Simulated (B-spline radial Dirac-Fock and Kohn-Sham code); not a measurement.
**Sc²⁺ 2s: cross section and angular parameters**

System: scandium as Sc²⁺, configuration [Ar] 3d1; threshold 510.3 eV (orbital energy of the model). Method: Dirac-Hartree-Slater photoionisation with a Latter tail; cross sections with all multipoles, angular parameters from the dipole term and its interference with E2. Computed with a radial atomic solver.

For linearly polarised light dσ/dΩ = σ/(4π) [1 + β P₂(cos θ) + (δ + γ cos²θ) sin θ cos φ], with θ from the polarisation vector and φ the angle between the beam and the projection of the electron momentum on the plane normal to the polarisation.

```csv
hν (eV),σ (kb),β,γ
960,87.9,2.000,-0.048
1000,82.0,2.000,-0.051
1253.6,54.8,2.000,-0.025
1370,46.4,2.000,0.001
1486.9,39.7,2.000,0.032
2470,14.0,2.000,0.331
3850,5.16,2.000,0.702
4040,?,?,?
6000,1.77,2.000,1.159
11600,0.320,1.999,2.014
12000,0.292,1.999,2.065
```

Question: Give the values at 4040 eV.

Answer: σ = 4.61 kb, β = 2.000, γ = 0.747. For an s subshell δ is negligible.
